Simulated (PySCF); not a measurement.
A TDDFT job, as run on `CCC1=C[P@H]1=[Se]`.

Theory: TDDFT B3LYP/def2-SVPD, vertical, gas phase, core orbitals frozen in the response in PySCF.

Input of the driver that calls PySCF (job settings, then Cartesian coordinates in Å):

```
{"job": {"kind": "uv", "xc": "B3LYP", "basis": "def2-SVPD", "nstates": 8, "ntriplets": 3}, "charge": 0, "multiplicity": 1}
C     -1.6241     0.6716     0.2654
C     -0.9113    -0.6409     0.5866
C      0.4855    -0.5709     0.1344
C      1.4566    -1.1828    -0.5412
P      1.9029     0.5233    -0.1388
Se     2.0486     2.1227    -1.4641
H     -1.6255     0.8456    -0.8084
H     -1.1119     1.5051     0.7438
H     -2.6519     0.6422     0.6176
H     -0.9261    -0.8102     1.6678
H     -1.4124    -1.4836     0.1016
H      1.6605    -2.0935    -1.0655
H      2.7047     0.4719     1.0045
```

The driver printed:

```
coarse grid: 51768 points
cycle   1  E = -2898.9814145758  dE = -6.193e-02  |g| = 4.185e-01  |ddm| = 6.124e+00
cycle   2  E = -2898.9188155840  dE =  6.260e-02  |g| = 5.935e-01  |ddm| = 1.782e+00
cycle   3  E = -2899.0326875604  dE = -1.139e-01  |g| = 1.440e-01  |ddm| = 1.119e+00
cycle   4  E = -2899.0376831060  dE = -4.996e-03  |g| = 3.732e-02  |ddm| = 2.905e-01
cycle   5  E = -2899.0380731211  dE = -3.900e-04  |g| = 1.447e-02  |ddm| = 9.446e-02
cycle   6  E = -2899.0381432261  dE = -7.010e-05  |g| = 4.891e-03  |ddm| = 3.809e-02
cycle   7  E = -2899.0381493955  dE = -6.169e-06  |g| = 7.706e-04  |ddm| = 8.661e-03
final grid: 107440 points
cycle   8  E = -2899.0381137384  dE =  3.011e-07  |g| = 1.455e-03  |ddm| = 1.393e-02
cycle   9  E = -2899.0381119995  dE =  1.739e-06  |g| = 2.953e-03  |ddm| = 6.787e-03
cycle  10  E = -2899.0381142990  dE = -2.299e-06  |g| = 1.866e-04  |ddm| = 4.553e-03
cycle  11  E = -2899.0381143089  dE = -9.947e-09  |g| = 3.403e-05  |ddm| = 3.601e-04
cycle  12  E = -2899.0381143092  dE = -2.983e-10  |g| = 8.276e-06  |ddm| = 8.225e-05
converged SCF energy = -2899.0381143092

Static polarisability (au): isotropic 103.903, principal 82.413 96.861 132.435

Singlet excitations
state   eV       nm        f      main configurations
  1   3.8588    321.3   0.00230   H->L 0.98
  2   4.1361    299.8   0.00025   H-1->L 0.94
  3   4.2432    292.2   0.00515   H->L+1 0.89
  4   4.5036    275.3   0.00857   H-1->L+1 0.97
  5   4.6316    267.7   0.00258   H-1->L+2 0.95
  6   4.9107    252.5   0.10633   H->L+2 0.82
  7   5.4359    228.1   0.02008   H->L+3 0.91
  8   5.6754    218.5   0.04805   H-1->L+3 0.88

Triplet excitations (Tamm-Dancoff, eV): 3.6436 3.8158 3.9680
```

The SCF starts on a coarse grid; the energy jumps when the final grid takes over, and dE counts afresh there. The run used 201 basis functions and 12 SCF iterations for the ground state.

What frontier levels and dipole did the ground state of this run have?

HOMO -5.89 eV, LUMO -1.09 eV, dipole 4.70 D.

Geometry: GFN2-xTB, one conformer, isolated molecule. The B3LYP/def2-SVPD calculation is non-relativistic and has no spin–orbit coupling, an omission that weighs most on selenium.
